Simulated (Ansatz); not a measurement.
Compare A (`N/C=[CH]\[InH2]`) with its isomer B (`C/C=[N]\[InH2]`).

Calculated with Ansatz (gas phase, PBE0-D4/def2-TZVP geometries, no zero-point term in ΔE). CCSD(T)/CBS is the MP2 limit (def2-TZVPP, def2-QZVPP) plus CCSD(T) − MP2 in def2-TZVPP, frozen cores. Double bonds are as drawn, so ΔE can hold a change between cis and trans. Functionals use def2-TZVPP. Elements past krypton have def2 core potentials. For In outer-core shells are correlated without core-valence functions, which leaves a few kJ/mol of doubt a bond. Each species was taken in one conformer, which may not be the lowest.

A:

Z-matrix (Å, degrees):
```
N
C 1 1.365
H 1 1.003 2 118.2
H 1 1.008 2 118.1 3 147.0
C 2 1.348 1 127.5 3 -160.0
H 2 1.091 1 112.3 3 22.8
In 5 2.104 2 125.3 1 4.5
H 5 1.084 2 115.3 1 -175.9
H 7 1.739 5 118.0 2 3.5
H 7 1.721 5 122.3 2 -177.4
```

B:

Z-matrix (Å, degrees):
```
C
C 1 1.500
H 1 1.095 2 110.2
H 1 1.092 2 111.1 3 121.3
H 1 1.095 2 110.2 3 -117.5
N 2 1.249 1 128.2 3 -121.4
H 2 1.106 1 113.2 3 58.6
In 6 2.028 2 141.0 1 0.0
H 8 1.714 6 115.1 2 95.4
H 8 1.714 6 115.1 2 -95.6
```

(1) Which isomer does CCSD(T)/CBS put lower? Give the gap. (Estimate.)

(2) Give E(B) − E(A) in kcal/mol with MP2/def2-TZVPP, CCSD(T)/def2-SVP, PBE0-D4, r2SCAN-D4, B2PLYP, HF/def2-TZVPP, LDA (SPW92). (An estimate is asked.)

(3) Does the order hold for the free energy at 298.15 K (harmonic terms from PBE0-D4)? (An estimate is asked.)

Largest T1 diagnostic: 0.017.

Results:

(1) The calculation gave: B, by 4.5 kcal/mol.

(2) Computed: MP2/def2-TZVPP -3.4, CCSD(T)/def2-SVP -7.6, PBE0-D4 -2.0, r2SCAN-D4 -3.3, B2PLYP -4.8, HF/def2-TZVPP -5.4, LDA (SPW92) 0.3. The order is the other way round with LDA (SPW92).

(3) Ansatz gave: Yes: G(B) − G(A) = -6.2 kcal/mol, for one conformer each.

Leaving LDA and LC-ωPBE aside and taking each functional with its dispersion term where it has one, the values, not all of them listed here, spread over 3.6 kcal/mol, from BLYP-D4 to HSE06-D4. LDA lies +3.7 kcal/mol from PBE without D4. From PBE to PBE0 (25 % exact exchange), in def2-TZVPP and without D4, E(B) − E(A) moves by +1.2 kcal/mol.
